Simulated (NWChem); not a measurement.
CuH$_{3}$O; SMILES [CuH]<-[OH2]

```xyz
5

Cu     0.0097     0.4797     0.0000
H     -0.0578     1.9630     0.0000
O      0.0642    -1.5094     0.0000
H     -0.3688    -1.9000    -0.7700
H     -0.3688    -1.9000     0.7700
```
Atoms are numbered in this order, from 1.

Coordinates come from a PBE0/def2-SVP optimisation.

Symmetry labels are those of Cs in the frame above (b1 and b2, or b-type labels, depend on it).

### Question
List the 4 lowest vertical singlet excitations from CAM-B3LYP/def2-SVPD, TDA (NWChem).

### Answer
```
state  energy (eV)  oscillator strength  symmetry  leading excitation (squared amplitude)
-----  -----------  -------------------  --------  --------------------------------------
S1            4.21                0.084        a'                      HOMO → LUMO (0.94)
S2            4.57                0.000        a"                    HOMO−1 → LUMO (0.89)
S3            4.58                0.001        a'                    HOMO−2 → LUMO (0.89)
S4            4.63                0.001        a'                    HOMO−3 → LUMO (0.87)
```
